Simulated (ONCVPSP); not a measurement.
**Fe (Z = 26), ONCV: configuration errors across variants**

```
Element                 : Fe (Z = 26)
Generator               : ONCVPSP 4.0.1
Type                    : optimised norm-conserving Vanderbilt (ONCV)
Functional              : LDA (Perdew-Zunger)
Relativity              : fully relativistic
Frozen core             : [Ne]
Valence charge          : 16
Reference configuration : 3s2 3p6 3d6 4s2
Partial waves           : 3s+4s: rc 1.60 bohr, ncon 4, nbas 7, qcut 8.6 1/bohr, 3 projectors, debl 1 Ha; 3p: rc 1.05 bohr, ncon 4, nbas 8, qcut 16.6 1/bohr, 2 projectors, debl 1 Ha; 3d: rc 1.65 bohr, ncon 4, nbas 8, qcut 8.5 1/bohr, 3 projectors, debl 0.5 Ha
Local potential         : polynomial inside 0.90 bohr (lpopt 5, dvloc0 6 Ha)
Core correction         : polynomial model core, fcfact 0.6
```

Open shells are filled in proportion to 2j + 1.

In the p channel the program set the typed energies aside and used -2.183, 0.250 Ha (j = l + 1/2; the other j can differ).

All-electron excitation energies from the reference (eV): (1) 3s2 3p6 3d6 4s1 8.981; (2) 3s2 3p6 3d6 4s0 25.473; (3) 3s2 3p6 3d5 4s0 60.001; (4) 3s2 3p6 3d6 4s1 4p1 4.177.

2 further variants failed, have other tests or another functional or relativity, and are left out.

Errors AE − PS in meV (a dash: test not solved or not reliable):

| change | (1) | (2) | (3) | (4) | bound ghosts | GHOST(+) flags above zero |
| --- | --- | --- | --- | --- | --- | --- |
| base | +1.7 | +7.7 | +52 | +0.1 | none | d5/2, d3/2 |
| p: qcut 12.1 | +1.6 | +7.7 | +52 | +0.2 | none | d5/2, d3/2 |
| d: ncon 3, nbas 7 | +1.9 | +8.7 | +61 | +0.2 | none | none |
| p: rc 1 | +1.7 | +7.7 | +52 | +0.1 | none | d5/2, d3/2 |
| core correction Teter function, fcfact 1.5, rcfact 1.75 | +1.8 | +8.4 | +52 | +0.2 | none | d5/2, d3/2 |
| s: debl 0.35 | +1.7 | +7.7 | +52 | +0.1 | none | s, d5/2, d3/2 |

Problem. Give the same row for: p: rc 0.88; local potential polynomial inside 0.88 bohr (lpopt 5, dvloc0 6 Ha).

Solution. +1.7, +7.8, +51, +0.1; bound ghosts: none; GHOST(+) flags above zero: d5/2, d3/2.
